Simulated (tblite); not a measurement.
Parent: `[CH3:1][O:2][C@H:3]1[CH:4]=[C:5]([F:6])[SiH2:7][O:8]1` with C1–O2–C3–C4 176°, C4H7FO2Si.

Structures optimised with GFN2-xTB, isolated species. One conformer each, not checked by frequencies here.

| coordinate of the parent | value |
| --- | --- |
| C1–O2 | 1.414 Å |
| O2–C3 | 1.388 Å |
| C3–C4 | 1.501 Å |
| C4=C5 | 1.326 Å |
| C5–F6 | 1.344 Å |
| C5–Si7 | 1.893 Å |
| Si7–O8 | 1.637 Å |
| C3–O8 | 1.408 Å |
| C1–O2–C3 | 114.1° |
| O2–C3–C4 | 108.5° |
| O2–C3–O8 | 111.4° |
| C4–C3–O8 | 109.6° |
| C3–C4–C5 | 113.6° |
| C4–C5–F6 | 122.8° |
| C4–C5–Si7 | 109.5° |
| F6–C5–Si7 | 127.7° |
| C5–Si7–O8 | 90.3° |
| C3–O8–Si7 | 116.4° |

Question: How does the shared frame change in `[CH2:1]=[CH:2][CH2:3][O:4][C@@H:5]1[CH:6]=[C:7]([F:8])[SiH2:9][O:10]1` with C1–C2–C3–O4 -20°, C2–C3–O4–C5 -89°, C3–O4–C5–C6 -179°, C6H9FO2Si? Atoms pair as C1 = C3, O2 = O4, C3 = C5, C4 = C6, C5 = C7, F6 = F8, Si7 = Si9, O8 = O10 (parent first).

Answer: 
```csv
parent,relative,value in the relative,change
C1–O2,C3–O4,1.418 Å,+0.004
O2–C3,O4–C5,1.387 Å,-0.001
C3–C4,C5–C6,1.502 Å,+0.001
C4=C5,C6=C7,1.326 Å,0.000
C5–F6,C7–F8,1.344 Å,0.000
C5–Si7,C7–Si9,1.894 Å,+0.001
Si7–O8,Si9–O10,1.636 Å,-0.001
C3–O8,C5–O10,1.406 Å,-0.002
C1–O2–C3,C3–O4–C5,115.2°,+1.1
O2–C3–C4,O4–C5–C6,107.9°,-0.6
O2–C3–O8,O4–C5–O10,112.4°,+1.0
C4–C3–O8,C6–C5–O10,109.7°,+0.1
C3–C4–C5,C5–C6–C7,113.5°,-0.1
C4–C5–F6,C6–C7–F8,122.8°,0.0
C4–C5–Si7,C6–C7–Si9,109.5°,0.0
F6–C5–Si7,F8–C7–Si9,127.8°,+0.1
C5–Si7–O8,C7–Si9–O10,90.3°,0.0
C3–O8–Si7,C5–O10–Si9,116.5°,+0.1
```

Of the parent's bonds, C1–O2 changes most (+0.004 Å). Bonds of the relative outside the shared frame: C1=C2 1.318, C2–C3 1.503 Å. Point group C1 → C1.

Question: How does the shared frame change in `[CH3:1][O:2][C@@H:3]1[CH:4]=[C:5]([SiH2:6][F:7])[SiH2:8][O:9]1` with C1–O2–C3–C4 -177°, C4–C5–Si6–F7 178°, C4H9FO2Si2? Atoms pair as C1 = C1, O2 = O2, C3 = C3, C4 = C4, C5 = C5, Si7 = Si8, O8 = O9 (parent first).

Answer: 
| parent | relative | value in the relative | change |
| --- | --- | --- | --- |
| C1–O2 | C1–O2 | 1.412 Å | -0.002 |
| O2–C3 | O2–C3 | 1.394 Å | +0.006 |
| C3–C4 | C3–C4 | 1.506 Å | +0.005 |
| C4=C5 | C4=C5 | 1.330 Å | +0.004 |
| C5–Si7 | C5–Si8 | 1.896 Å | +0.003 |
| Si7–O8 | Si8–O9 | 1.642 Å | +0.005 |
| C3–O8 | C3–O9 | 1.398 Å | -0.010 |
| C1–O2–C3 | C1–O2–C3 | 113.8° | -0.3 |
| O2–C3–C4 | O2–C3–C4 | 107.9° | -0.6 |
| O2–C3–O8 | O2–C3–O9 | 111.7° | +0.3 |
| C4–C3–O8 | C4–C3–O9 | 109.2° | -0.4 |
| C3–C4–C5 | C3–C4–C5 | 116.3° | +2.7 |
| C4–C5–Si7 | C4–C5–Si8 | 106.1° | -3.4 |
| C5–Si7–O8 | C5–Si8–O9 | 92.6° | +2.3 |
| C3–O8–Si7 | C3–O9–Si8 | 115.0° | -1.4 |

Of the parent's bonds, C3–O8 changes most (-0.010 Å). Bonds of the relative outside the shared frame: C5–Si6 1.868, Si6–F7 1.614 Å. Point group C1 → C1.

These are computed values.
